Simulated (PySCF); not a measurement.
H$_{6}$SiSn (SMILES [SiH3][SnH3]), singlet, at a GFN2-xTB geometry (such geometries of metal compounds can be far from the true shape) (all electrons, no relativity), with bond 7-2 at 1.4 times its length; CASSCF(2,3)+NEVPT2/STO-3G in PySCF.

Input for PySCF:
```python
from pyscf import gto, scf, mcscf, mrpt
import numpy

mol = gto.Mole()
mol.atom = '''
    Sn   -0.595468    0.059076   -0.013777
    Si    1.903863   -0.188882    0.044048
    H    -1.393052   -0.816994   -1.194039
    H    -1.173922    1.606782   -0.271960
    H    -1.410616   -0.395171    1.373974
    H     2.226651   -1.530824    0.504439
    H     2.665297    1.200582    1.324224
    H     2.422538    0.023145   -1.298704
'''
mol.basis = 'sto-3g'
mol.charge = 0
mol.spin = 0
mol.verbose = 4
mol.build()

mf = scf.RHF(mol)
mf.kernel()
mc = mcscf.CASSCF(mf, 3, 2)
mc.fix_spin_(ss=0.0)
mc.kernel()
occ = numpy.linalg.eigvalsh(mc.fcisolver.make_rdm1(mc.ci, mc.ncas, mc.nelecas))[::-1]
ss = mc.fcisolver.spin_square(mc.ci, mc.ncas, mc.nelecas)[0]
print('natural occupations', occ.round(4), ' <S^2>', round(ss, 4))
e2 = mrpt.NEVPT(mc).kernel()
print('E(NEVPT2) = %.10f' % (mc.e_tot + e2))
```

The log (banner, timings and long lists left out):

```
PySCF version 2.14.0

[INPUT] verbose = 4
[INPUT] num. atoms = 8
[INPUT] num. electrons = 70
[INPUT] charge = 0
[INPUT] spin (= nelec alpha-beta = 2S) = 0
[INPUT] symmetry False subgroup None
[INPUT] Mole.unit = angstrom
[INPUT] Symbol           X                Y                Z      unit          X                Y                Z       unit  Magmom
[...]
nuclear repulsion = 240.523009431204
number of shells = 22
number of NR pGTOs = 126
number of NR cGTOs = 42
basis = sto-3g
ecp = {}

******** <class 'pyscf.scf.hf.RHF'> ********
method = RHF
initial guess = minao
damping factor = 0
level_shift factor = 0
DIIS = <class 'pyscf.scf.diis.CDIIS'>
diis_start_cycle = 1
diis_space = 8
diis_damp = 0
SCF conv_tol = 1e-09
SCF conv_tol_grad = None
SCF max_cycles = 50
direct_scf = True
direct_scf_tol = 1e-13
Set gradient conv threshold to 3.16228e-05
Initial guess from minao.
init E= -6234.74932738102
[...]
cycle= 1 E= -6252.23112564806  delta_E= -17.5  |g|= 0.381  |ddm|= 2.88
[...]
cycle= 2 E= -6252.30344435712  delta_E= -0.0723  |g|= 0.0432  |ddm|= 0.879
[...]
cycle= 3 E= -6252.30475535037  delta_E= -0.00131  |g|= 0.00969  |ddm|= 0.114
[...]
cycle= 4 E= -6252.30483282012  delta_E= -7.75e-05  |g|= 0.00162  |ddm|= 0.0322
[...]
cycle= 5 E= -6252.30483449448  delta_E= -1.67e-06  |g|= 0.000225  |ddm|= 0.00428
[...]
cycle= 6 E= -6252.30483452936  delta_E= -3.49e-08  |g|= 2.35e-05  |ddm|= 0.000659
[...]
cycle= 7 E= -6252.30483452969  delta_E= -3.35e-10  |g|= 2.61e-06  |ddm|= 6.21e-05
[...]
Extra cycle  E= -6252.3048345297  delta_E= -1.27e-11  |g|= 7.43e-07  |ddm|= 5.5e-06
converged SCF energy = -6252.3048345297

******** <class 'pyscf.mcscf.mc1step.CASSCF'> ********
CAS (1e+1e, 3o), ncore = 34, nvir = 5
max_cycle_macro = 50
max_cycle_micro = 4
conv_tol = 1e-07
conv_tol_grad = None
orbital rotation max_stepsize = 0.02
orbital rotation threshold for CI restart = 0.01
augmented hessian ah_max_cycle = 30
augmented hessian ah_conv_tol = 1e-12
augmented hessian ah_linear dependence = 1e-14
augmented hessian ah_level shift = 1e-08
augmented hessian ah_start_tol = 2.5
augmented hessian ah_start_cycle = 3
augmented hessian ah_grad_trust_region = 3
kf_trust_region = 3
kf_interval = 4
ci_response_space = 4
ci_grad_trust_region = 3
with_dep4 0
natorb = False
canonicalization = True
sorting_mo_energy = False
ao2mo_level = 2
internal_rotation = False
******** <class 'pyscf.fci.addons.SpinPenaltyFCISolver'> ********
max. cycles = 50
conv_tol = 1e-08
davidson only = True
[...]
CASCI E = -6252.32169218741  S^2 = 0.0000000
CASSCF energy = -6252.34741545989
CASCI E = -6252.34741545989  E(CI) = -1.20179079278387  S^2 = 0.0000000
[...]
0 Sn 2s          0.00031  -0.00030  -0.00153
0 Sn 3s         -0.00088   0.00087   0.00450
0 Sn 4s          0.00181  -0.00147  -0.00357
0 Sn 5s         -0.06238   0.05692   0.30700
0 Sn 2px         0.00012  -0.00011  -0.00033
0 Sn 2py        -0.00007   0.00007   0.00012
0 Sn 2pz        -0.00005   0.00005   0.00007
0 Sn 3px        -0.00044   0.00045   0.00252
0 Sn 3py        -0.00008   0.00006  -0.00060
0 Sn 3pz        -0.00012   0.00010  -0.00025
0 Sn 4px         0.00265  -0.00248  -0.00837
0 Sn 4py        -0.00072   0.00080   0.00234
0 Sn 4pz        -0.00032   0.00042   0.00115
0 Sn 5px        -0.09552   0.08733   0.41871
0 Sn 5py         0.02642  -0.03107  -0.12416
0 Sn 5pz         0.01241  -0.01735  -0.06374
0 Sn 3dxy        0.00029  -0.00037  -0.00012
0 Sn 3dyz        0.00013  -0.00016  -0.00031
0 Sn 3dz^2       0.00005  -0.00003   0.00055
0 Sn 3dxz        0.00028  -0.00037  -0.00042
0 Sn 3dx2-y2     0.00010  -0.00018  -0.00128
0 Sn 4dxy       -0.00951   0.01196   0.00385
0 Sn 4dyz       -0.00531   0.00629   0.00998
0 Sn 4dz^2      -0.00095   0.00092  -0.01623
0 Sn 4dxz       -0.00976   0.01231   0.01283
0 Sn 4dx2-y2    -0.00529   0.00709   0.03843
1 Si 1s          0.00013  -0.00066   0.00000
1 Si 2s          0.00234   0.00319   0.00099
1 Si 3s          0.26146  -0.34062   0.03161
1 Si 2px        -0.00316   0.00549  -0.02167
1 Si 2py        -0.00571   0.01000   0.00746
1 Si 2pz        -0.00526   0.00922   0.00409
1 Si 3px         0.24578  -0.26378   0.69197
1 Si 3py         0.38836  -0.42975  -0.25261
1 Si 3pz         0.36151  -0.39915  -0.14314
2 H 1s           0.05235  -0.06376  -0.13689
3 H 1s          -0.00950   0.01587  -0.00301
4 H 1s           0.00132   0.00161  -0.02538
5 H 1s          -0.08072   0.08487  -0.24945
6 H 1s           0.74810   0.66251   0.00269
7 H 1s          -0.08074   0.08484  -0.25005
<CAS-nat-orb|mo-hf>  35     34       0.49114618
<CAS-nat-orb|mo-hf>  35     35       0.79695131
<CAS-nat-orb|mo-hf>  36     36       0.96808083
<CAS-nat-orb|mo-hf>  37     37       0.64409449
<CAS-nat-orb|mo-hf>  37     39      -0.53710308
<CAS-nat-orb|mo-hf>  37     40      -0.51404869
Sr    (-1)',   E = -0.00000000073357
Si    (+1)',   E = -0.00107227444180
Sijrs (0)  ,   E = -0.04816701797286
Sijr  (+1) ,   E = -0.01171279524234
Srsi  (-1) ,   E = -0.00131139639058
Srs   (-2) ,   E = -0.00005362883806
Sij   (+2) ,   E = -0.00465758852523
Sir   (0)' ,   E = -0.00221219907227
Nevpt2 Energy = -0.069186901216715
E(NEVPT2) = -6252.4166023611
```
